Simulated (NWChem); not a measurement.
System: HSO3 cation; SMILES O=S(=O)=[OH+]

NWChem printed, in part:

```
             Northwest Computational Chemistry Package (NWChem) 7.3.0
             --------------------------------------------------------

 CS  symmetry detected

                             Geometry "geometry" -> ""
                             -------------------------

 Output coordinates in angstroms (scale by  1.889725989 to convert to a.u.)

  No.       Tag          Charge          X              Y              Z
 ---- ---------------- ---------- -------------- -------------- --------------
    1 O                    8.0000    -0.62037111     1.34600753     0.00000000
    2 S                   16.0000    -0.12842939     0.00109749     0.00000000
    3 O                    8.0000    -0.78508729    -1.26515356     0.00000000
    4 O                    8.0000     1.42174180    -0.16912249     0.00000000
    5 H                    1.0000     1.92460302     0.68858829     0.00000000

 Effective nuclear repulsion energy (a.u.)     189.2740425484

      Symmetry information
      --------------------

 Group name             Cs
 Group number              2
 Group order               2
 No. of unique centers     5

                                 NWChem DFT Module
                                 -----------------

 Summary of "ao basis" -> "ao basis" (spherical)
 ------------------------------------------------------------------------------
       Tag                 Description            Shells   Functions and Types
 ---------------- ------------------------------  ------  ---------------------
 O                         def2-tzvp                11       31   5s3p2d1f
 S                         def2-tzvp                13       37   5s5p2d1f
 H                         def2-tzvp                 4        6   3s1p

      Symmetry analysis of basis
      --------------------------

        a'         93
        a"         43

            General Information
            -------------------
          SCF calculation type: DFT
          Wavefunction type:  closed shell.
          No. of atoms     :     5
          No. of electrons :    40
           Alpha electrons :    20
            Beta electrons :    20
          Charge           :     1
          Spin multiplicity:     1
          Use of symmetry is: on ; symmetry adaption is: on
          Maximum number of iterations: 150
          AO basis - number of functions:   136
                     number of shells:    50
          Convergence on energy requested:  1.00D-06
          Convergence on density requested:  1.00D-05
          Convergence on gradient requested:  5.00D-04

              XC Information
              --------------
                       M05-2X Method XC Functional
                     Hartree-Fock (Exact) Exchange  0.560
                M05-2X metaGGA Exchange Functional  0.440
                      M05-2X Correlation Potential  1.000

             Grid Information
             ----------------
          Grid used for XC integration:  medium
          Radial quadrature: Mura-Knowles
          Angular quadrature: Lebedev.
          Tag              B.-S. Rad. Rad. Pts. Rad. Cut. Ang. Pts.
          ---              ---------- --------- --------- ---------
          O                   0.60       49          10.0       434
          S                   1.00       88           8.0       590
          H                   0.35       45           9.0       434
          Grid pruning is: on
          Number of quadrature shells:   280
          Spatial weights used:  Erf1

      Superposition of Atomic Density Guess
      -------------------------------------

 Sum of atomic energies:        -622.33223228

 Renormalizing density from      41.00 to     40

      Non-variational initial energy
      ------------------------------

 Total energy =    -614.160791
 1-e energy   =   -1205.830894
 2-e energy   =     402.396060
 HOMO         =      -0.830464
 LUMO         =      -0.457114

      Symmetry analysis of molecular orbitals - initial
      -------------------------------------------------

  Numbering of irreducible representations:

     1 a'          2 a"

  Orbital symmetries:

     1 a'          2 a'          3 a'          4 a'          5 a'
     6 a'          7 a'          8 a"          9 a'         10 a'
    11 a'         12 a'         13 a'         14 a"         15 a'
    16 a'         17 a'         18 a"         19 a"         20 a'
    21 a"         22 a'         23 a'         24 a'         25 a'
    26 a'         27 a"         28 a'         29 a'         30 a"

     ---------------------------------------------
      Total Density - Mulliken Population Analysis
     ---------------------------------------------

    Atom       Charge   Shell Charges
 -----------   ------   -------------------------------------------------------
    1 O    8     8.50   0.80  1.18  0.65  0.98  0.27  1.96  2.02  0.60  0.00  0.03  0.00
    2 S   16    14.11   2.01  0.50  1.48  0.94  0.35  4.23  1.65  0.76  1.30  0.23  0.24  0.34  0.08
    3 O    8     8.50   0.80  1.18  0.65  0.98  0.27  1.97  2.02  0.60  0.00  0.03  0.00
    4 O    8     8.45   0.80  1.18  0.62  0.95  0.22  1.97  2.07  0.61  0.00  0.02  0.00
    5 H    1     0.45   0.16  0.21  0.03  0.03

   convergence    iter        energy       DeltaE   RMS-Dens  Diis-err
 ---------------- ----- ----------------- --------- --------- ---------
 d= 0,ls=0.0,diis     1   -623.9574358369 -8.13D+02  8.42D-03  2.56D+00
 d= 0,ls=0.0,diis     2   -623.8603920557  9.70D-02  5.78D-03  2.94D+00
 d= 0,ls=0.0,diis     3   -624.0963803420 -2.36D-01  1.32D-03  2.35D-01
 d= 0,ls=0.0,diis     4   -624.1125435536 -1.62D-02  4.07D-04  2.12D-02
 d= 0,ls=0.0,diis     5   -624.1141689923 -1.63D-03  1.09D-04  1.41D-03
  Resetting Diis
 d= 0,ls=0.0,diis     6   -624.1142878670 -1.19D-04  3.22D-05  9.12D-05
 d= 0,ls=0.0,diis     7   -624.1142953791 -7.51D-06  3.11D-05  1.84D-05
 d= 0,ls=0.0,diis     8   -624.1142922574  3.12D-06  1.87D-05  6.06D-05
 d= 0,ls=0.0,diis     9   -624.1142976211 -5.36D-06  4.75D-06  3.21D-07
 d= 0,ls=0.0,diis    10   -624.1142976873 -6.62D-08  2.43D-06  3.21D-07

         Total DFT energy =     -624.114297687306
      One electron energy =    -1223.105417061570
           Coulomb energy =      461.171345068584
    Exchange-Corr. energy =      -51.454268242721
 Nuclear repulsion energy =      189.274042548401

 Numeric. integr. density =       39.999997170559

                  Occupations of the irreducible representations
                  ----------------------------------------------

                     irrep           alpha         beta
                     --------     --------     --------
                     a'               16.0         16.0
                     a"                4.0          4.0

                       DFT Final Molecular Orbital Analysis
                       ------------------------------------

 Vector   18  Occ=2.000000D+00  E=-7.742473D-01  Symmetry=a"
              MO Center=  7.2D-01,  3.3D-03, -2.0D-15, r^2= 2.0D+00
   Bfn.  Coefficient  Atom+Function         Bfn.  Coefficient  Atom+Function
  ----- ------------  ---------------      ----- ------------  ---------------
   107      0.401199  4 O  pz               110      0.348320  4 O  pz
   113      0.210561  4 O  pz                 8     -0.195930  1 O  pz
    11     -0.167405  1 O  pz                76     -0.151984  3 O  pz
    79     -0.128228  3 O  pz                48     -0.093085  2 S  pz
    60     -0.088470  2 S  d  1              14     -0.086642  1 O  pz

 Vector   19  Occ=2.000000D+00  E=-7.463123D-01  Symmetry=a"
              MO Center= -6.3D-01, -5.4D-02,  8.0D-15, r^2= 2.1D+00
   Bfn.  Coefficient  Atom+Function         Bfn.  Coefficient  Atom+Function
  ----- ------------  ---------------      ----- ------------  ---------------
    76     -0.339624  3 O  pz                 8      0.315100  1 O  pz
    79     -0.286413  3 O  pz                11      0.265841  1 O  pz
    82     -0.155891  3 O  pz                14      0.149241  1 O  pz
    58      0.128154  2 S  d -1              53      0.107767  2 S  d -1
   107      0.026916  4 O  pz

 Vector   20  Occ=2.000000D+00  E=-7.340754D-01  Symmetry=a'
              MO Center= -4.2D-01,  8.4D-02,  2.7D-15, r^2= 2.4D+00
   Bfn.  Coefficient  Atom+Function         Bfn.  Coefficient  Atom+Function
  ----- ------------  ---------------      ----- ------------  ---------------
     6      0.304328  1 O  px                 9      0.255551  1 O  px
    74     -0.240562  3 O  px                75      0.208738  3 O  py
    77     -0.203433  3 O  px                78      0.170670  3 O  py
     7      0.155256  1 O  py                12      0.151950  1 O  px
   106     -0.146521  4 O  py                10      0.129638  1 O  py

 Vector   21  Occ=0.000000D+00  E=-3.399445D-01  Symmetry=a"
              MO Center= -1.7D-01,  4.7D-03,  7.3D-14, r^2= 2.0D+00
   Bfn.  Coefficient  Atom+Function         Bfn.  Coefficient  Atom+Function
  ----- ------------  ---------------      ----- ------------  ---------------
    48      0.561363  2 S  pz                51      0.358159  2 S  pz
     8     -0.256050  1 O  pz                76     -0.256482  3 O  pz
    14     -0.229225  1 O  pz                82     -0.227226  3 O  pz
    45      0.224528  2 S  pz                11     -0.221295  1 O  pz
    79     -0.220375  3 O  pz               107     -0.180932  4 O  pz

 Vector   22  Occ=0.000000D+00  E=-3.351657D-01  Symmetry=a'
              MO Center= -6.1D-03,  1.7D-02, -7.3D-14, r^2= 2.1D+00
   Bfn.  Coefficient  Atom+Function         Bfn.  Coefficient  Atom+Function
  ----- ------------  ---------------      ----- ------------  ---------------
    36      1.290931  2 S  s                 35      0.297421  2 S  s
    73     -0.278684  3 O  s                 34     -0.257981  2 S  s
   104     -0.249844  4 O  s                  5     -0.233575  1 O  s
    13      0.220206  1 O  py                 7      0.215377  1 O  py
    81     -0.214731  3 O  py                75     -0.204598  3 O  py

 Vector   23  Occ=0.000000D+00  E=-1.595705D-01  Symmetry=a'
              MO Center=  1.6D+00,  7.2D-01, -9.3D-16, r^2= 3.0D+00
   Bfn.  Coefficient  Atom+Function         Bfn.  Coefficient  Atom+Function
  ----- ------------  ---------------      ----- ------------  ---------------
   133      1.179980  5 H  s                104     -0.706837  4 O  s
    36     -0.401467  2 S  s                132      0.350089  5 H  s
   112     -0.279070  4 O  py               111     -0.236086  4 O  px
    46      0.190679  2 S  px               103     -0.185488  4 O  s
    49      0.172958  2 S  px               102     -0.148685  4 O  s

     ---------------------------------------------
      Total Density - Mulliken Population Analysis
     ---------------------------------------------

    Atom       Charge   Shell Charges
 -----------   ------   -------------------------------------------------------
    1 O    8     8.17   0.80  1.18  0.64  0.91  0.38  1.81  1.79  0.63  0.00  0.04  0.00
    2 S   16    14.88   2.01  0.46  1.49  1.04  0.31  4.18  1.66  0.90  1.58  0.16  0.36  0.63  0.09
    3 O    8     8.15   0.80  1.18  0.64  0.91  0.37  1.81  1.79  0.62  0.00  0.04  0.00
    4 O    8     8.24   0.79  1.18  0.60  0.91  0.31  1.87  1.91  0.64  0.00  0.03  0.00
    5 H    1     0.56   0.22  0.28  0.00  0.04

     -------------------------------------------
      Total Density - Lowdin Population Analysis
     -------------------------------------------

    Atom       Charge   Shell Charges
 -----------   ------   -------------------------------------------------------
    1 O    8     8.07   0.88  1.09  0.59  0.66  0.38  1.67  1.85  0.87  0.00  0.08  0.01
    2 S   16    15.14   1.99  0.83  1.10  0.59  0.30  3.90  1.87  0.91  1.32  0.58  0.34  1.13  0.27
    3 O    8     8.04   0.88  1.09  0.59  0.66  0.37  1.67  1.85  0.86  0.00  0.08  0.01
    4 O    8     8.02   0.87  1.09  0.56  0.61  0.32  1.73  1.89  0.88  0.00  0.06  0.00
    5 H    1     0.74   0.22  0.29  0.09  0.14

     Multipole analysis of the density
     ---------------------------------

     L   x y z        total         alpha         beta         nuclear
     -   - - -        -----         -----         ----         -------
     0   0 0 0      1.000000    -20.000000    -20.000000     41.000000

     1   1 0 0      1.124689      0.562345      0.562345      0.000000
     1   0 1 0      0.592509      0.296254      0.296254     -0.000000
     1   0 0 1      0.000000      0.000000      0.000000      0.000000

     2   2 0 0    -14.303348    -57.411868    -57.411868    100.520388
     2   1 1 0      2.632558      0.128418      0.128418      2.375723
     2   1 0 1     -0.000000     -0.000000     -0.000000      0.000000
     2   0 2 0    -19.149233    -59.572715    -59.572715     99.996196
     2   0 1 1     -0.000000     -0.000000     -0.000000      0.000000
     2   0 0 2    -17.952088     -8.976044     -8.976044      0.000000
```

Level: M05-2X/def2-TZVP. All runs use the structure optimised with B3LYP/6-31G* (spherical d).

Task: Write an input that gives this output.

Result: Several could match; the one computed here: the input that was run:
```
start job
memory heap 200 mb stack 900 mb global 1100 mb
charge 1
geometry units angstroms noautoz
  O     -1.453718     0.171167     0.000000
  S     -0.046962    -0.096839     0.000000
  O      0.702811    -1.310277     0.000000
  O      0.894695     1.146257     0.000000
  H      0.416627     2.018030     0.000000
end
basis spherical
  O library def2-tzvp
  S library def2-tzvp
  H library def2-tzvp
end
dft
  xc m05-2x
  iterations 150
  mulliken
end
task dft energy
```
